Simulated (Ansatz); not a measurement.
C$_{2}$H$_{7}$NOSi, SMILES `C=N[SiH](C)O`, relaxed with RKS PBE-D4/def2-SVP in Ansatz 0.2.0 from a rough embedded geometry. The force threshold is 0.03 eV/Å; the program also tests the step.

Charge 0, multiplicity 1.

Start:

```xyz
12

C    -0.210   -1.771   -0.616
N     0.398   -1.343    0.426
Si    0.617    0.350    0.484
C    -0.994    1.223    0.513
O     1.490    0.716   -0.895
H    -0.555   -1.259   -1.476
H    -0.341   -2.904   -0.680
H     1.489    0.736    1.609
H    -1.663    0.909   -0.366
H    -0.960    2.258    0.564
H    -1.599    0.842    1.427
H     2.328    0.242   -0.989
```

**Question.** By how much does the energy fall, and how many steps does the optimiser take? (Best estimate.)

**Answer.** Ansatz gave: 14.75 kcal/mol, in 15 steps, 2 of them rejected.

**Question.** Which bonds change most? (An estimate is asked.)

**Answer.** The calculation gave: C4–H10 from 1.037 to 1.108 Å; C1–H6 from 1.058 to 1.122 Å; N2–Si3 from 1.707 to 1.769 Å; C4–H11 from 1.160 to 1.108 Å.

**Question.** Give the relaxed structure. (Best estimate.)

**Answer.** Computed: 
```xyz
12

C    -0.029   -2.128   -0.638
N    -0.119   -1.342    0.359
Si    0.456    0.331    0.394
C    -1.029    1.436    0.652
O     1.197    0.832   -1.041
H     0.444   -1.857   -1.619
H    -0.439   -3.165   -0.586
H     1.430    0.386    1.541
H    -1.688    1.406   -0.240
H    -0.716    2.486    0.816
H    -1.615    1.098    1.529
H     2.109    0.516   -1.166
```
